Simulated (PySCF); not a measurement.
# How methods differ on the excitation energy of Ir

Ir [Xe] 4f14 5d7 6s2 (4F) → Ir [Xe] 4f14 5d6 6s2 7s1 (6D), as a difference of total energies. Calculation: PySCF 2.14, in aug-cc-pwCVDZ-PP with ECP60MDF (6s6p5d3f, 70 functions); a scalar-relativistic core potential. Correlated levels: valence: 5s2 5p6 frozen; valence and next inner shell: nothing frozen outside the core potential. The calculations carry no spin-orbit coupling.

```csv
method,excitation energy (cm⁻¹)
UHF,56229
LDA,68608
PBE,67428
PBE0,66459
r2SCAN,67068
r2SCANh,66714
BHandHLYP,66133
BLYP,68106
wB97X,67042
MP2 (valence),65594
SCS-MP2 (valence),66953
MP2 (valence and next inner shell),63531
SCS-MP2 (valence and next inner shell),63993
```

The promoted electron is Rydberg-like, and one or two diffuse shells describe it only roughly, which tends to raise the upper state.
